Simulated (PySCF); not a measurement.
CH6BeGe, SMILES [GeH3][Be][CH3].

Coordinates come from a PBE0-D3(BJ)/def2-TZVP optimisation.

These are IEF-PCM-B3LYP/def2-SVP (PySCF) values and carry that method's errors.

The values are the electrostatic part of the solvation free energy, E(continuum) − E(gas) at the gas-phase geometry, in a cavity of scaled van der Waals radii (PySCF's table); cavitation and dispersion terms are not included. A continuum can't describe solvent molecules that bind to the metal. In vacuum the orbital gap is 6.45 eV. The dipole moment in vacuum is 1.36 D.

Estimate the values in water (ε = 78.36), ethylethanoate (ε = 5.99), chloroform (ε = 4.71). (An estimate is asked for; the answer gives what the named calculation found.)


| solvent | ε | ΔG(elec) (kcal/mol) | dipole (D) | gap (eV) |
|---|---|---|---|---|
| water | 78.36 | -3.0 | 1.83 | 6.69 |
| ethylethanoate | 5.99 | -2.2 | 1.71 | 6.63 |
| chloroform | 4.71 | -2.0 | 1.68 | 6.61 |
